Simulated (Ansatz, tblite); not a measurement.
Removing an electron: TaS(OH)3 (TaSO3H3). The state is a singlet with charge 0. Geometry: PBE-D4/def2-SVP. Ansatz, gas phase; energy differences of separate SCF runs; the oxidised species was run as a doublet alone.

```xyz
8

Ta   -0.022   -0.009   -0.029
S    -1.301   -0.541   -1.724
O     1.583   -1.045   -0.086
H     1.904   -1.724   -0.704
O    -0.944   -0.362    1.608
H    -1.829   -0.715    1.799
O     0.421    1.848   -0.116
H     0.187    2.549   -0.748
```

In the def2 sets Ta takes a core potential; there is no spin–orbit coupling. The xTB rows come from tblite.

Problem. Estimate orbital energies and vertical ionisation energies at: GFN1-xTB; GFN2-xTB; PBE-D4/def2-TZVP; r2SCAN-D4/def2-TZVP; PBE0-D4/def2-TZVP.

Solution. 
```json
{"level": "GFN1-xTB", "−HOMO (eV)": "10.63", "vertical IE (eV)": "13.80", "−LUMO (eV)": "7.04", "HOMO–LUMO gap (eV)": "3.59"}
{"level": "GFN2-xTB", "−HOMO (eV)": "10.55", "vertical IE (eV)": "13.79", "−LUMO (eV)": "7.53", "HOMO–LUMO gap (eV)": "3.02"}
{"level": "PBE-D4/def2-TZVP", "−HOMO (eV)": "6.36", "vertical IE (eV)": "9.52", "−LUMO (eV)": "1.97", "HOMO–LUMO gap (eV)": "4.40"}
{"level": "r2SCAN-D4/def2-TZVP", "−HOMO (eV)": "6.65", "vertical IE (eV)": "9.57", "−LUMO (eV)": "1.84", "HOMO–LUMO gap (eV)": "4.81"}
{"level": "PBE0-D4/def2-TZVP", "−HOMO (eV)": "7.54", "vertical IE (eV)": "9.60", "−LUMO (eV)": "1.18", "HOMO–LUMO gap (eV)": "6.35"}
```

 Raw xTB energy differences between charge states are shifted by several eV; the methods need an empirical correction for them.
